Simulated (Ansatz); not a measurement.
C3H5B can be A, `BC1=CC1`, or B, `BCC#C`.

Gas-phase electronic energies from Ansatz, PBE0-D4/def2-TZVP geometries. CBS: MP2 limit from def2 TZ/QZ plus the TZ coupled-cluster correction, frozen cores. Functionals use def2-TZVPP. B3LYP here is the variant with VWN-RPA as its local correlation; programs differ in this.

Q: Which isomer does CCSD(T)/CBS put lower? Give the gap. (An estimate is asked.)

A: Ansatz gave: B, by 8.8 kcal/mol.

Q: Give E(B) − E(A) in kcal/mol with PBE0-D4, LDA (SPW92), HF/def2-TZVPP, B3LYP, CCSD(T)/def2-SVP, B2PLYP, CCSD(T)/def2-TZVPP. (Estimate.)

A: Ansatz gave: PBE0-D4 -3.2, LDA (SPW92) 2.8, HF/def2-TZVPP -21.0, B3LYP -10.6, CCSD(T)/def2-SVP -8.1, B2PLYP -10.3, CCSD(T)/def2-TZVPP -8.6. The order is the other way round with LDA (SPW92).

Q: Does the order hold for the free energy at 298.15 K (harmonic terms from PBE0-D4)? (Estimate.)

A: Ansatz gave: Yes: G(B) − G(A) = -11.6 kcal/mol.

Largest T1 diagnostic: 0.012.

From r2SCAN to r2SCAN0 (25 % exact exchange), in def2-TZVPP and without D4, E(B) − E(A) moves by −0.9 kcal/mol. In def2-TZVPP, CCSD(T) changes the Hartree–Fock value by +12.4 kcal/mol (the triples alone add +2.2 kcal/mol) and MP2 by +13.9 kcal/mol.
